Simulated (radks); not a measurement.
Results of a calculation; reference values are marked as such.
Problem. These are the eigenvalues of the occupied orbitals of an atom or ion with whole-number occupations (Ry). Code: a radial shooting solver on a logarithmic mesh with Libxc functionals. Model: Dirac Kohn-Sham, BLYP, spin-unpolarised, spherical densities, finite nucleus; Fermi nuclear charge, rms radius of each element as measured or else 0.836 A^(1/3) + 0.57 fm.

orbital  eigenvalue
1s1/2     -1114.646
2s1/2     -157.3778
2p1/2     -143.6970
2p3/2     -139.2232
3s1/2     -31.09859
3p1/2     -26.18869
3p3/2     -25.49367
3d3/2     -16.91603
3d5/2     -16.79417
4s1/2      -9.59947
4p1/2      -8.17102

Which element is it, and in what charge state? The configuration may be excited.

Solution. Z = 37, rubidium, charge +7: Rb7+ in [Ar] 3d(3/2: 4, 5/2: 5) 4s2 4p(1/2: 1, 3/2: 0). The list shows which subshells hold electrons but not how many an open one holds; the 1s level, -557.32 hartree, gives Z - s = 33.4 by -(Z - s)^2/2, which with screening and relativity narrows Z to a few neighbours, and the depths of the outer levels then fix element, charge and occupations together.
